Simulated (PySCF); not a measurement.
Compound: C3H4BF3.
SMILES with atom numbers: `[CH3:1][BH:2][C:3]([F:4])=[C:5]([F:6])[F:7]` (hydrogens: H8, H9, H10 on C1; H11 on B2)

Computed with PySCF at PBE0/pcSseg-1 and PBE0/def2-SVPD, non-relativistic, on one gas-phase PBE0-D3(BJ)/def2-SVP geometry that isn't relaxed in the solvent. The solvent is an IEF-PCM continuum (cavity from Bondi-type radii × 1.2). The model holds no explicit solvent molecules, cavitation or dispersion.

Gas phase at PBE0/pcSseg-1: HOMO -7.76 eV, LUMO -1.91 eV, dipole 0.85 D.

Question: What does the continuum do to the energy, the frontier levels and the dipole at PBE0/pcSseg-1 in dichloromethane and water?

Answer: 
```
        solvent      ε  E(solvent) − E(gas) (kcal/mol)  polarisation term (kcal/mol)  distortion of the solute (kcal/mol)  HOMO (eV)  LUMO (eV)  dipole (D)
dichloromethane   8.93                           -1.33                         -1.42                                 0.09      -7.68      -1.78        1.01
          water  78.36                           -1.58                         -1.70                                 0.12      -7.67      -1.76        1.04
```

The polarisation term is half the interaction of the solute with the surface charges that it induces; the rest is the cost of distorting the solute's density. The sum is the electrostatic part of solvation alone. From dichloromethane to water the lowering changes by a factor 1.18, Onsager's factor (ε − 1)/(2ε + 1) by 1.17 and ε itself by 8.8.

Question: Which ESP-fitted charges (PBE0/pcSseg-1) respond most in dichloromethane (means over atoms taken as equivalent)?

Answer: 
```
    atoms                environment  gas (e)  solvent (e)  change
       C5                =CF2 carbon   +0.421       +0.444  +0.023
       B2     three-coordinate boron   +0.443       +0.457  +0.014
       F4             vinyl fluorine   -0.128       -0.142  -0.014
       C1  sp3 carbon bound to boron   -0.515       -0.528  -0.013
       C3         vinylic C–F carbon   -0.211       -0.218  -0.007
      H11               B–H hydrogen   -0.158       -0.164  -0.006
       F6             vinyl fluorine   -0.103       -0.109  -0.006
H8/H9/H10            methyl hydrogen   +0.128       +0.133  +0.005
       F7             vinyl fluorine   -0.132       -0.136  -0.004
```

Question: Which Mayer bond orders change most in dichloromethane?

Answer: 
```csv
bond,length (Å),gas,solvent,change
C3–F4,1.347,0.895,0.881,-0.014
C3–C5,1.351,1.628,1.634,+0.006
C5–F6,1.300,1.061,1.057,-0.004
C1–H9,1.105,0.936,0.933,-0.003
C1–H10,1.104,0.940,0.937,-0.003
C1–B2,1.559,1.059,1.061,+0.002
B2–H11,1.209,0.964,0.962,-0.002
B2–C3,1.533,1.033,1.032,-0.001
```

Gas phase at PBE0/def2-SVPD: HOMO -7.88 eV, LUMO -1.98 eV, dipole 0.87 D.

Question: What does the continuum do to the energy, the frontier levels and the dipole at PBE0/def2-SVPD in dichloromethane?

Answer: 
| solvent | ε | E(solvent) − E(gas) (kcal/mol) | polarisation term (kcal/mol) | distortion of the solute (kcal/mol) | HOMO (eV) | LUMO (eV) | dipole (D) |
| --- | --- | --- | --- | --- | --- | --- | --- |
| dichloromethane | 8.93 | -1.33 | -1.43 | 0.10 | -7.80 | -1.84 | 1.05 |

Question: How does the static polarisability (PBE0/def2-SVPD, frozen core, with the continuum's full static response) change?

Answer: 
```json
{"medium": "gas", "isotropic (au)": "56.8", "principal values (au)": "39.3, 51.8, 79.5", "⟨r²⟩ of the electrons (bohr²)": "854.4"}
{"medium": "dichloromethane", "isotropic (au)": "70.4", "principal values (au)": "48.9, 64.6, 97.5", "⟨r²⟩ of the electrons (bohr²)": "854.3"}
```

The isotropic value in dichloromethane is 1.24 times the gas-phase one; no cavity-field correction is applied. ⟨r²⟩ is taken about the centre of nuclear charge.

Shape of the structure used: `[CH3:1][BH:2][C:3]([F:4])=[C:5]([F:6])[F:7]`: C1–B2–C3–F4 1°.
